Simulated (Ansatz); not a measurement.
GeS, SMILES `[S+]#[Ge-]`, 2 atoms. Total charge 0; spin multiplicity 1. Correlated methods include outer-core shells of Ge, which these sets cover unevenly. Scalar relativity is left out up to krypton. Hardware: A = 2 threads of an AMD EPYC 7R13 on a shared host; B = 2 threads of an AMD EPYC 7R13 on a shared host and a share of an NVIDIA H100 80 GB. Correlated methods freeze the cores. Open-shell runs search over several starts.

Problem. How many basis functions does each run have, and how long does it take in Ansatz? UKS B3LYP-D4/def2-TZVPP energy of the cation [A]; UKS PBE0-D4/def2-TZVPP energy of the cation [A]; RHF-CCSD(T)/def2-TZVPP energy [A]; RKS B97M-V/def2-TZVPP energy [A]; UKS PBE-D4/def2-TZVPP energy of the cation [A]; RKS PBE0-D4/def2-QZVPP energy [A]; RKS ωB97M-V/def2-QZVPP energy [A]; RHF-CCSD(T)/def2-QZVPP energy [A]; UHF-CCSD(T)/def2-QZVPP energy of the cation [B]; UKS B2PLYP (frozen core)/def2-TZVPP energy of the cation [A]; RKS HSE06 (plane-wave form)-D4/def2-TZVPP energy [A]; RKS PBE0-D4/def2-SVP energy [A]. (Best estimate.)

Solution. Computed: Other jobs shared the machine, so times are rough.

```
                                    level                       job  functions  wall time  peak host memory (GiB)
                     RKS PBE0-D4/def2-SVP                energy [A]         50     0.95 s                    0.13
RKS HSE06 (plane-wave form)-D4/def2-TZVPP                energy [A]         90      1.3 s                    0.18
                   RKS PBE0-D4/def2-QZVPP                energy [A]        159      2.1 s                    0.34
                    RKS B97M-V/def2-TZVPP                energy [A]         90      2.5 s                    0.17
                   RHF-CCSD(T)/def2-TZVPP                energy [A]         90      2.8 s                    0.22
                   RKS ωB97M-V/def2-QZVPP                energy [A]        159      4.5 s                     0.4
                    UKS PBE-D4/def2-TZVPP  energy of the cation [A]         90      6.5 s                    0.19
                   UKS PBE0-D4/def2-TZVPP  energy of the cation [A]         90      8.5 s                    0.28
                   RHF-CCSD(T)/def2-QZVPP                energy [A]        159       11 s                    0.73
                  UKS B3LYP-D4/def2-TZVPP  energy of the cation [A]         90       15 s                    0.28
                   UHF-CCSD(T)/def2-QZVPP  energy of the cation [B]        159       17 s                    0.81
      UKS B2PLYP (frozen core)/def2-TZVPP  energy of the cation [A]         90       22 s                    0.27
```

B3LYP here is the variant with VWN-RPA as its local correlation; programs differ in this.
